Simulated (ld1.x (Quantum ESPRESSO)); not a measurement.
## What one change does to a pseudopotential (Cr (Z = 24), TM semilocal)

chromium, norm-conserving Troullier–Martins (semilocal form), made with ld1.x (Quantum ESPRESSO) 7.5 (PBE, scalar-relativistic). Core [Ne], reference 3s2 3p6 3d4.5 4s0 4p0 (charge +1.5). Waves: 3p (bound): rc 1.55 bohr; 3d (bound): rc 1.30 bohr; 3s (bound): rc 1.15 bohr. Local part: the s channel. Core correction: none.

All-electron outer shells of the reference configuration (PBE, scalar-relativistic, ld1.x):

```json
{"shell": "2p", "level (eV)": "-574.23", "outermost node (bohr)": "–", "outermost maximum (bohr)": "0.20"}
{"shell": "3s", "level (eV)": "-87.56", "outermost node (bohr)": "0.36", "outermost maximum (bohr)": "0.78"}
{"shell": "3p", "level (eV)": "-58.98", "outermost node (bohr)": "0.33", "outermost maximum (bohr)": "0.80"}
{"shell": "3d", "level (eV)": "-15.90", "outermost node (bohr)": "–", "outermost maximum (bohr)": "0.84"}
{"shell": "4s", "level (eV)": "-14.06", "outermost node (bohr)": "1.11", "outermost maximum (bohr)": "2.45"}
{"shell": "4p", "level (eV)": "-9.48", "outermost node (bohr)": "1.22", "outermost maximum (bohr)": "3.00"}
```

Change: wave 3d (bound): rc 1.30 bohr becomes 3d (bound): rc 1.22 bohr.

Cutoffs: the cutoffs (Ry, on a coarse ladder) from which the occupation-weighted sum of valence levels, in a spherical-Bessel basis at the reference potential, stays within 10 and 1 mRy of its value at 400 Ry; they do not see the model core or the augmentation charge, which bear on the density cutoff. Errors are all-electron minus pseudo energies relative to the spin-unpolarised reference configuration.

Q: How do hardness, ghosts and transferability respond?

A: The potential gets harder (120 Ry and 180 Ry → 140 Ry and 180 Ry); of the 7 tests that both files solve, the error grows in 0 and shrinks in 3 by more than 15 % and 0.3 meV (median size 106.2 → 88.7 meV); neither file shows a bound ghost. A smaller radius makes the pseudo-wave follow the all-electron one further in, where it bends more sharply, so more plane waves are needed. Less of the atom is replaced, so other configurations are described better. A semilocal file is local in each channel, so a ghost entry of none says nothing of the separable form that plane-wave codes build from it.

| quantity | base | changed |
| --- | --- | --- |
| cutoff, loose | 120 Ry | 140 Ry |
| cutoff, tight | 180 Ry | 180 Ry |
| loose cutoff by channel (10 mRy a level) | p 45 Ry, d 100 Ry, s 80 Ry | p 45 Ry, d 110 Ry, s 80 Ry |
| bound ghosts | none | none |
| error for 3s2 3p6 3d5 4s1 4p0, meV [ΔE -13.30 eV] | +160 | +160 |
| error for 3s2 3p6 3d5 4s0 4p0, meV [ΔE -6.40 eV] | -1.3 | -0.8 |
| error for 3s2 3p6 3d4 4s0 4p0, meV [ΔE 9.65 eV] | -0.8 | -0.3 |
| error for 3s2 3p6 3d2 4s0 4p0, meV [ΔE 88.76 eV] | +106 | +89 |
| error for 3s2 3p6 3d5 4s0 4p1, meV [ΔE -10.18 eV] | +5.6 | +6.0 |
| error for 3s2 3p6 3d4 4s1 4p0, meV [ΔE -5.31 eV] | +280 | +280 |
| error for 3s2 3p6 3d4 4s2 4p0, meV [ΔE -13.40 eV] | +427 | +426 |
| s: phases at 1.70 bohr within 0.05 rad from the reference energy up to (Ry; the scan ends near 5) | -0.6 | -0.6 |
| p: phases at 1.70 bohr within 0.05 rad from the reference energy up to (Ry; the scan ends near 5) | 2.1 | 2.1 |
| d: phases at 1.70 bohr within 0.05 rad from the reference energy up to (Ry; the scan ends near 5) | 2.8 | 3.2 |
